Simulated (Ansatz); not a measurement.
FH₃S₃Ti, SMILES `[F][Ti]([SH])([SH])[SH]`, relaxed with RKS PBE0-D4/def2-TZVP in Ansatz from a PBE-D4/def2-SVP geometry. The force threshold is 0.005 eV/Å; the program also tests the step.

Total charge 0; spin multiplicity 1.

Start:

```xyz
8

F     1.846    1.614   -0.425
Ti    0.557    0.486   -0.128
S    -1.255    1.551    0.789
S     1.237   -1.155    1.322
S    -0.111   -0.514   -2.081
H    -1.420    0.473    1.612
H     0.548   -2.055    0.560
H    -1.402   -0.400   -1.649
```

```
step  energy (eV)  largest force (eV/Å)  largest move (Å)
   1  -58375.4948                 0.515             0.000
   2  -58375.5148                 0.217             0.043
   3  -58375.5189                 0.047             0.020
   4  -58375.5193                 0.007             0.014
   5  -58375.5194                 0.006             0.006
   6  -58375.5194                 0.004             0.001
```

End:

```xyz
8

F     1.841    1.609   -0.423
Ti    0.550    0.481   -0.127
S    -1.220    1.560    0.820
S     1.265   -1.159    1.286
S    -0.118   -0.466   -2.089
H    -1.476    0.507    1.620
H     0.563   -2.090    0.613
H    -1.406   -0.442   -1.700
```

Run time 24 s (4 threads of an Intel Xeon Platinum 8488C on a shared host); peak host memory 0.74 GiB.
